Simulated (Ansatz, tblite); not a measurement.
Isomers of Li$_{14}$ (singlet), found by a short tight-binding search and relaxed with B3LYP/def2-SVP in Ansatz.

The xTB rows come from tblite. Correlated methods freeze no core orbitals; core or outer-core shells of Li are correlated, in sets that lack core-valence functions.

Run but left out: HF/def2-SVP (A: restricted singlet, unstable towards broken spin symmetry); BHLYP/def2-TZVP, B2PLYP/def2-TZVP (A: restricted singlet, unstable in another Hartree–Fock run and untested here).

A: The restricted singlet is unstable towards broken spin symmetry in Hartree–Fock (as tested in another run); at PBE/def2-TZVP, r2SCAN/def2-TZVP, PBE0/def2-TZVP this wasn't settled. At CCSD(T)/def2-SVP T1 of the charge 0 singlet is large (up to 0.020), so the single-reference result is doubtful. At CCSD(T)/def2-SVP the restricted singlet (for correlated methods, its reference) is unstable: a solution with broken spin symmetry lies lower. B: The restricted singlet is unstable towards broken spin symmetry in Hartree–Fock (as tested in another run); at PBE/def2-TZVP, r2SCAN/def2-TZVP, PBE0/def2-TZVP this wasn't settled. At CCSD(T)/def2-SVP T1 of the charge 0 singlet is large (up to 0.022), so the single-reference result is doubtful. At CCSD(T)/def2-SVP the restricted singlet (for correlated methods, its reference) is unstable: a solution with broken spin symmetry lies lower.

Other spin states weren't relaxed.

A:

```xyz
14

Li    0.494    0.804   -0.642
Li    3.289   -0.019   -1.015
Li   -1.910   -0.961   -0.597
Li   -3.532   -1.621    1.761
Li    1.648   -1.037    1.183
Li    0.873   -1.861   -1.311
Li   -3.467    1.271    0.370
Li   -0.792    3.071    0.245
Li   -0.492   -3.024    1.101
Li    1.582    3.041   -1.827
Li    2.811   -3.510    0.204
Li   -1.402    1.629   -2.254
Li   -1.058    0.199    1.666
Li    1.956    2.019    1.117
```

B:

```xyz
14

Li    2.811    1.786   -0.518
Li    1.433   -0.840    0.167
Li   -0.001   -1.842   -1.888
Li   -3.202   -1.835    2.166
Li    0.342    1.162   -1.778
Li    2.266   -3.538   -0.775
Li    2.759   -0.797   -2.422
Li   -0.428   -0.635    2.529
Li    0.192    1.896    0.982
Li    0.713    4.111   -1.059
Li   -2.658    1.349    2.281
Li   -2.051    2.594   -0.619
Li   -1.635   -0.323    0.134
Li   -0.541   -3.088    0.800
```

Problem. Estimate their order by electronic energy at PBE0/def2-TZVP, counted from the lowest.

Solution. B (0.0) < A (3.4), in kJ/mol.

Problem. Do the other levels pick the same lowest one?

Solution. All that were run do. Energies above each level's lowest (kJ/mol):

| level | A | B |
| --- | --- | --- |
| GFN1-xTB | 14.6 | 0.0 |
| GFN2-xTB | 38.4 | 0.0 |
| PBE/def2-TZVP | 6.6 | 0.0 |
| r2SCAN/def2-TZVP | 4.9 | 0.0 |
| PBE0/def2-TZVP | 3.4 | 0.0 |
| MP2/def2-SVP | 10.1 | 0.0 |
| CCSD/def2-SVP | 8.4 | 0.0 |
| CCSD(T)/def2-SVP | 12.1 | 0.0 |
Point groups (tolerance 0.1 Å): A not assigned, B not assigned. Lower isomers may exist.
